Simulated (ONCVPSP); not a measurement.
## Configuration tests for platinum (ONCV)

```
Element                 : platinum
Generator               : ONCVPSP 4.0.1
Type                    : optimised norm-conserving Vanderbilt (ONCV)
Functional              : PBE
Relativity              : scalar-relativistic
Frozen core             : [Kr] 4d10 4f14
Valence charge          : 18
Reference configuration : 5s2 5p6 5d9 6s1
Partial waves           : 5s+6s: rc 1.50 bohr, ncon 3, nbas 7, qcut 7.2 1/bohr, 2 projectors; 5p: rc 1.65 bohr, ncon 5, nbas 8, qcut 8.1 1/bohr, 2 projectors, debl 2.5 Ha; 5d: rc 1.35 bohr, ncon 3, nbas 6, qcut 6 1/bohr, 2 projectors, debl 0.5 Ha
Local potential         : polynomial inside 0.95 bohr (lpopt 2, dvloc0 3 Ha)
Core correction         : Teter function, fcfact 2.5, rcfact 1.45
```

Energies are relative to the spin-unpolarised reference configuration 5s2 5p6 5d9 6s1; without spin polarisation the order of configurations can differ from experiment.

```tsv
valence configuration	charge	ΔE all-electron (eV)	error AE − PS (meV)
5s2 5p6 5d8 6s0	+2	29.160	-5.9
5s2 5p6 5d7 6s0	+3	61.377	-14
5s2 5p6 5d9.5 6s0.5	0	-0.123	-3.1
```

What are ΔE and the potential's error for 5s2 5p6 5d9 6s0?

ΔE = 9.194 eV all-electron; the error (AE − PS) is -5.5 meV.

Levels in the configuration 5s2 5p6 5d9.5 6s0.5:

```json
{"level": "5s", "all-electron (eV)": "-100.565", "pseudo (eV)": "-100.592"}
{"level": "5p", "all-electron (eV)": "-54.835", "pseudo (eV)": "-54.842"}
{"level": "5d", "all-electron (eV)": "-5.269", "pseudo (eV)": "-5.268"}
{"level": "6s", "all-electron (eV)": "-5.263", "pseudo (eV)": "-5.266"}
```
